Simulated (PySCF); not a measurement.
Species: cis-PdH2(PF3)2 (singlet state).
Bonds: Pd1–P4, Pd1–P8, P4–F5, P4–F6, P4–F7, P8–F9, P8–F10, P8–F11. Hydrogens: H2, H3 on Pd1.

Computed by this run: PySCF 2.14.0, PBE0-D3(BJ)/def2-SVP geometry optimisation, gas phase, def2 core potentials past Kr; density fitting, grid level 1; the optimiser is geomeTRIC in internal coordinates, started from a GFN2-xTB structure with every atom displaced at random (about 0.03 Å).

Step 0: E = -38353.7177 eV
```
atom  x, y, z in Å  |  force x, y, z in eV/Å
Pd1     1.0267    0.8853    0.1451   -2.493   0.612  -0.979
H2      2.3507    1.2144    0.5930    2.771   0.831   1.091
H3      1.2276    2.4041   -0.1155    0.564   0.421  -0.036
P4     -1.1413    0.8473   -0.3314   -5.976  -0.944   1.084
F5     -1.6859    0.4639    1.1374    0.857   0.346   0.189
F6     -2.0429   -0.3585   -0.9702    1.710   0.647  -0.475
F7     -2.3907    1.8700   -0.5366    1.927   0.308  -0.471
P8      0.8420   -1.2678    0.2402   -1.474  -3.743   0.377
F9     -0.4887   -2.1248    0.6876    1.210   1.473   0.162
F10     1.7960   -2.4985    0.4676    0.801   0.266   0.408
F11     0.6045   -1.5209   -1.2862    0.105  -0.218  -1.349
```

Problem. Estimate the geometry and energy of step 1. (The exact step hangs on the optimiser's Hessian estimate; all steps are aligned on step 0, rigid shifts and turns removed.)

Solution. E = -38354.5199 eV, largest force 3.758 eV/Å
```
atom  x, y, z in Å  |  force x, y, z in eV/Å
Pd1     0.9602    0.8582    0.1341   -1.087   0.533  -0.553
H2      2.3519    1.1619    0.6036    1.259   0.442   0.501
H3      1.1736    2.3895   -0.1108    0.426   0.200   0.048
P4     -1.2411    0.9112   -0.3266   -3.443  -0.890   1.216
F5     -1.7534    0.5307    1.1516    0.377   0.221  -0.167
F6     -2.0565   -0.3005   -1.0242    0.908   0.848  -0.151
F7     -2.4008    2.0116   -0.5248    1.336  -0.215  -0.471
P8      0.8923   -1.3453    0.2272   -1.150  -1.998  -0.311
F9     -0.4168   -2.1535    0.7378    0.997   0.772   0.050
F10     1.9311   -2.5073    0.4705    0.272   0.299   0.380
F11     0.6575   -1.6418   -1.3077    0.105  -0.210  -0.542
```

The energy changes by -0.8022 eV. The first-order estimate −F·Δx gives -1.0948 eV and the mean of the old and new forces, exact on a quadratic surface, -0.8113 eV. The step makes an angle of 70° with the force vector and moves no atom by more than 0.142 Å.

What follows is the cost of the whole optimisation. Time: 3.7 min; peak memory 0.73 GiB. Hardware: one thread of an Intel Xeon 6975P-C, on a shared host.
